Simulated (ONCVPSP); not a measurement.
## Configuration tests for Zn (ONCV)

Zn (Z = 30), optimised norm-conserving Vanderbilt (ONCV), made with ONCVPSP 4.0.1 (LDA (Perdew-Wang 92), fully relativistic). Core [Ne], reference 3s2 3p6 3d10 4s1 (charge +1). Waves: 3s+4s: rc 1.15 bohr, ncon 3, nbas 6, qcut 11.8 1/bohr, 2 projectors; 3p: rc 0.75 bohr, ncon 5, nbas 9, qcut 12.7 1/bohr, 2 projectors, debl 1.1 Ha; 3d: rc 0.70 bohr, ncon 4, nbas 8, qcut 13.3 1/bohr, 2 projectors, debl 3.4 Ha. Local part: polynomial inside 0.45 bohr (lpopt 5, dvloc0 0 Ha). Core correction: polynomial model core, fcfact 0.55.

Open shells are filled in proportion to 2j + 1.

In the p channel the program set the typed energies aside and used -3.381, 0.250 Ha (j = l + 1/2; the other j can differ).

Energies are relative to the spin-unpolarised reference configuration 3s2 3p6 3d10 4s1; without spin polarisation the order of configurations can differ from experiment.

| valence configuration | charge | ΔE all-electron (eV) | error AE − PS (meV) |
| --- | --- | --- | --- |
| 3s2 3p6 3d10 4s2 | 0 | -10.184 | +0.1 |
| 3s2 3p6 3d10 4s0 | +2 | 18.763 | +1.2 |
| 3s2 3p6 3d9 4s0 | +3 | 59.660 | +2.3 |
| 3s2 3p5 3d10 4s2 | +1 | 81.767 | +39 |
